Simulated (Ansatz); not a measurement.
Stepwise reaction of `NB(O)O` with hydrogen, as a gas-phase model of exchange steps in deposition or etching. ΔE in kJ/mol; ΔG adds harmonic PBE0-D4 terms to CCSD(T)/CBS, at 1 bar.

Gas-phase electronic energies from Ansatz, PBE0-D4/def2-TZVP geometries. CCSD(T)/CBS is the MP2 limit (def2-TZVPP, def2-QZVPP) plus CCSD(T) − MP2 in def2-TZVPP, frozen cores. This one scheme is used for every species. DFT in def2-TZVPP. B3LYP here is the variant with VWN-RPA as its local correlation; programs differ in this. Each species was taken in one conformer, which may not be the lowest.

| step | reaction | PBE-D4 | B3LYP-D4 | ωB97M-V | CCSD(T)/CBS | ΔG(500 K) |
| --- | --- | --- | --- | --- | --- | --- |
| 1 | `NB(O)O` + H₂ → `NBO` + H₂O | 83.7 | 87.7 | 88.4 | 84.6 | 83.6 |
| 2 | `NBO` + H₂ → `BN` + H₂O | 96.4 | 97.5 | 97.3 | 92.4 | 92.1 |

By hand: ΔE of the 2 steps together at CCSD(T)/CBS.

(84.6) + (92.4) = 177.0 kJ/mol, or 88.5 kJ/mol a step.

In ΔE each step is higher than the one before. All are uphill at CCSD(T)/CBS. ΔG lies between 83.6 and 92.1 kJ/mol a step. PBE-D4 differs from CCSD(T)/CBS by -0.9 to 4.0 kJ/mol a step. Isolated molecules leave out the surface, adducts and barriers. Largest T1 diagnostic: 0.012.
